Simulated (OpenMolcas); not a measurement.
Ru4+: moving or changing the point charges

Ru4+ among 8 point charges of -1.2 e arranged as a cube (Oh), 2 Å from the ion.

| Item | Value |
| --- | --- |
| Program | OpenMolcas 26.06 |
| Method | SS-CASPT2, IPEA 0.25 Eh, imaginary shift 0.1 Eh (closed shells correlated: 4s 4p) |
| Basis | ANO-RCC-VDZP [6s5p3d1f] |
| Scalar Hamiltonian | DKH2, point nucleus |
| Active space | 4 electrons in 5 orbitals (4d) |
| State averaging | 2S+1 = 5 even, 5 roots; 2S+1 = 3 even, 45 roots; 2S+1 = 1 even, 50 roots |
| Spin-orbit coupling | RASSI with atomic mean-field integrals over the reference wave functions |

Runs around this geometry, states (labels of O, the rotations of Oh). Energies in cm-1 above the lowest state or level, χT in cm3 K/mol; under a threefold ground state the first gap can be a small split of the lowest multiplet, not the spin-orbit step.

| R (Å) | q (e) | Ground state | First state of that spin | First gap with spin-orbit (degeneracies) | χT at 300 K | First state of another spin |
| --- | --- | --- | --- | --- | --- | --- |
| 2 | -0.78 | 5T2 | 5E 2840 | 430 (1, 3) | 0.867 | 3T1 17210 |
| 1.82 | -1.2 | 5T2 | 5E 6920 | 340 (1, 3) | 1.218 | 3T1 13450 |
| 2 | -1.2 | 5T2 | 5E 4410 | 380 (1, 3) | 1.042 | 3T1 16000 |
| 2.09 | -1.2 | 5T2 | 5E 3570 | 410 (1, 3) | 0.953 | 3T1 16620 |

Taking the first state of the same spin as R^-n, n = -ln(3570 / 6920) / ln(2.09 / 1.82) = 4.8 between the shortest and longest distance.

Scaling the charges by -0.78 / -1.2 = 0.65 scales the first state of the same spin by 2840 / 4410 = 0.64; with fixed orbitals a first-order splitting would follow the charge.

Roots that are degenerate in the reference are averaged as groups; the widest CASPT2 spread within a group is 360 cm-1 (the 3-fold group of multiplicity 1 near 21500 cm-1 above the lowest state of its run, R = 1.82, q = -1.2). Shifts and gaps below about the spread of the groups concerned are not significant. An orbital triplet at a regular site is open to Jahn-Teller coupling, which can distort the site and quench the lowest spin-orbit gaps and is left out. Point charges give a weaker field than real ligands, and real ions of this kind are as a rule low spin; the high spin found here belongs to the model. Free-ion shares, where given, are those of the reference states; single-state CASPT2 does not remix them. The ground term spreads over less than 5000 cm-1, several times less than with real ligands, so orbital moments are less quenched and χT lies further from the spin-only value than at real sites (holds for R = 2, q = -0.78; R = 2, q = -1.2; R = 2.09, q = -1.2). Point charges carry no covalency, so the field is a model and not that of real ligands. No measured value stands beside these numbers.
